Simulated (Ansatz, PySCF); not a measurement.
Ways to break one bond of N[Si](F)(F)F:

A. N[Si](F)(F)F → N[Si](F)F + F atom
B. N[Si](F)(F)F -> [NH][Si](F)(F)F + H atom
C. N[Si](F)(F)F -> F[Si](F)F + [NH2] (NH2)

Quantity: bond dissociation energy (enthalpy at 298 K, with B3LYP-D3(BJ) rigid-rotor harmonic-oscillator terms), kcal/mol. Geometries: B3LYP-D3(BJ)/def2-TZVP minima from Ansatz (an electronic-structure program), one conformer each, not searched for the lowest. Frequencies are from Ansatz or PySCF. Valence correlation only, unless marked. UHF or UKS for open shells. No spin-orbit coupling. Non-relativistic. Basis-set limits of correlation are two-point, X^-3; Hartree-Fock from the larger set. [CCSD(T)-MP2]/basis is that difference in the basis named.

```csv
,B3LYP-D3(BJ)/def2-TZVPD (Ansatz + dftd3),SCS-MP2/STO-3G (Ansatz),CCSD/6-31G (Ansatz),"RI-MP2/CBS(cc-pV(T+d)Z,cc-pV(Q+d)Z)+[CCSD(T)-MP2]/cc-pV(T+d)Z (Ansatz)"
A,158.1,93.9,121.8,?
B,113.1,106.1,111.6,?
C,113.4,95.9,103.5,?
```

Problem. Complete the blanks.

Solution. 
- A, RI-MP2/CBS(cc-pV(T+d)Z,cc-pV(Q+d)Z)+[CCSD(T)-MP2]/cc-pV(T+d)Z (Ansatz): 166.9
- B, RI-MP2/CBS(cc-pV(T+d)Z,cc-pV(Q+d)Z)+[CCSD(T)-MP2]/cc-pV(T+d)Z (Ansatz): 116.9
- C, RI-MP2/CBS(cc-pV(T+d)Z,cc-pV(Q+d)Z)+[CCSD(T)-MP2]/cc-pV(T+d)Z (Ansatz): 121.2
